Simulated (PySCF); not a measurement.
**MPb cations for M along group 13**

PBE0 with double-zeta basis sets in PySCF, for the lowest determinant that a PBE0 search found; no spin–orbit coupling. De refers to high-spin ground-configuration atoms (the charge goes to the atom of lower measured ionisation energy or higher electron affinity, which is not always the lowest computed limit). A positive dipole points towards Pb; it is taken about the centre of mass and depends on that origin.

```csv
M,basis,charged atom,state (unpaired electrons),Re (Å),ωe (cm⁻¹),De (eV),μ (D)
B,def2-SVP,Pb+,"triplet (σ ↑, π ↑)",2.456,397,n/a,-1.39
Al,def2-SVP,Al+,"triplet (σ ↑, π ↑)",3.052,156,n/a,-5.45
Ga,cc-pVDZ-PP,Ga+,"triplet (σ ↑, π ↑)",3.119,95.9,n/a,-3.83
In,def2-SVP,In+,"triplet (σ ↑, π ↑)",3.307,75.1,n/a,-3.23
Tl,cc-pVDZ-PP,Tl+,"triplet (σ ↑, π ↑)",3.406,58.7,n/a,-1.57
```

The shortest bond is that of BPb⁺ (2.456 Å), the longest that of TlPb⁺ (3.406 Å).

The rows differ in basis set, which adds steps of its own.

De is n/a where a free atom or ion gave no sound limit at this level.

Down a group bonds as a rule get longer and wavenumbers fall, partly through the reduced mass; this series shows no clear exception.

These are scalar-relativistic numbers at best; spin–orbit coupling would shift them, the dissociation energy most. States were picked by a PBE0 search and need not be the measured ground states.
